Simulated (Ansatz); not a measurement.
Breaking the I1–H2 bond in HI (multiplicity 1 held). Energies count from the point at 1.615 Å.


R- and RO- levels are restricted; in cc, def2 and unpolarised 6-31G sets they are followed outwards from rest. Active spaces are followed from rest. Levels need not reach the same state.

Frozen-core correlation. Filled d and f shells under p-block atoms count as core.

Run with Ansatz (Gaussian orbitals). Values without a source in brackets are computed. In def2 rows elements past Kr take small-core potentials, without spin–orbit coupling.

**Question.** Give the energy at R = 6.462 Å at the level R-r2SCAN/def2-TZVPP.

**Answer.** 509 kJ/mol

**Question.** What energy at R = 6.462 Å does R-B3LYP/def2-TZVPP give?

**Answer.** 523 kJ/mol

**Question.** Give the energy at R = 6.462 Å at the level FIC-MRCISD+Q on CASSCF(8,5)/def2-TZVPP.

**Answer.** 324 kJ/mol

Doubts at one or more of the structures used: a restricted determinant that unrestricted orbitals would lower (R-r2SCAN/def2-TZVPP, R-B3LYP/def2-TZVPP).

Ansatz is a program for electronic structure.
